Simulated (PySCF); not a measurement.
# Peak assignment

Mapped SMILES: `[CH3:1][O:2]/[C:3]([F:4])=[C:5]1[C:6]([Cl:7])=[C:8]\1[C:9]([F:10])([F:11])[F:12]`; H(Xn) means a hydrogen on atom n.

How the numbers were obtained: GFN2-xTB geometry, shieldings: GIAO PBE0/pcSseg-1, in PySCF (in vacuum, rapidly exchanging positions averaged, single conformer, relativity neglected).

Shifts are taken against calculated references (same method and geometry level): TMS for ¹³C.

**Question.** Assign these signals to the numbered atoms. ¹³C{¹H} NMR (computed): δ 153.0 (C), 142.2 (C), 128.7 (C), 122.2 (C), 91.6 (C), 58.6 (CH3).

**Answer.** 
```tsv
δ (ppm)	atoms	environment	reason
153.0	C3	alkene carbon bearing oxygen	an sp2 carbon further deshielded by the attached heteroatom
142.2	C6	fully substituted alkene carbon	the olefinic region
128.7	C9	CF3 carbon	3 electronegative neighbours deshield it
122.2	C8	fully substituted alkene carbon	the olefinic region
91.6	C5	β carbon of an enol-ether or enamine type C=C	the O or N lone pair pushes π density onto this β carbon and shields it
58.6	C1	methyl carbon bonded to O	deshielded by the electronegative neighbour
```

Carbons that carry Cl, above all several Cl atoms, come out too deshielded, partly because spin–orbit coupling is missing. Splittings by ¹⁹F in the carbon and heteronuclear signals aren't shown, as no couplings were computed. Shifts are as computed. Against solution values, carbons near 30 ppm lie about +3 ppm off and those near 130 ppm about +5 ppm; carbons on Cl a further +6 ppm. Of 1211 compounds with measured shifts, 218 miss one by over three times the rms of a fit or turn the order of signals round; such compounds aren't used in these exercises.
